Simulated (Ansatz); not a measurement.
Reaction (atomization): `C#[C][InH][Cl]` → 2 C• + Cl• + 2 H• + In•

Gas-phase electronic energies from Ansatz, PBE0-D4/def2-TZVP geometries. CCSD(T)/CBS adds triple-zeta CCSD(T) − MP2 to the extrapolated MP2 energy (def2 sets, frozen cores). This one scheme is used for every species, atoms too. DFT in def2-TZVPP. B3LYP here is the variant with VWN-RPA as its local correlation; programs differ in this. No spin–orbit coupling; open shells (•) take unrestricted orbitals. Spin–orbit coupling would lower the free atoms: a little for C, Cl; strongly for In. def2 core potentials past Kr. Bonds to In are less sure, by a few kJ/mol each and by 10 to 20 or more in all where they break to atoms, as the def2 sets lack core-valence functions.

```
        level  ΔE (kJ/mol)
       PBE-D4       2123.2
       B97M-V       2090.1
      ωB97X-V       2080.9
        B3LYP       2026.6
      r2SCANh       2060.4
      LC-ωPBE       2075.3
CCSD/def2-SVP       1924.8
HF/def2-QZVPP       1492.5
```

(1) What does CCSD(T)/CBS give? (An estimate is asked.)

Largest T1 diagnostic among the species: 0.015.

## Answers

(1) Ansatz gave: +2083.7 kJ/mol. The listed levels differ from it by 39.5, 6.4, -2.8, -57.1, -23.3, -8.4, -158.9, -591.2 kJ/mol.

From r2SCAN to r2SCAN0 (25 % exact exchange), in def2-TZVPP and without D4, ΔE moves by −43.5 kJ/mol: exact exchange takes away binding that semilocal exchange gives to molecules. At CCSD(T), def2-SVP lies −124.2 kJ/mol from the extrapolated value and def2-TZVPP −56.9 kJ/mol: correlation converges slowly with the basis, and small sets miss more of it in the bonded molecule than in its fragments. The D4 term adds +20.3 kJ/mol with B3LYP and +10.7 kJ/mol with PBE0; it sums over pairs of atoms, weighted by their polarisabilities, and B3LYP, whose exchange is more repulsive, gets the larger term.

For atomizations the MP2-based limit and the directly extrapolated one differ by several kJ/mol either way, and by 10 to 25 for some Ge, Se and Sn compounds, so smaller differences from it don't rank the levels.
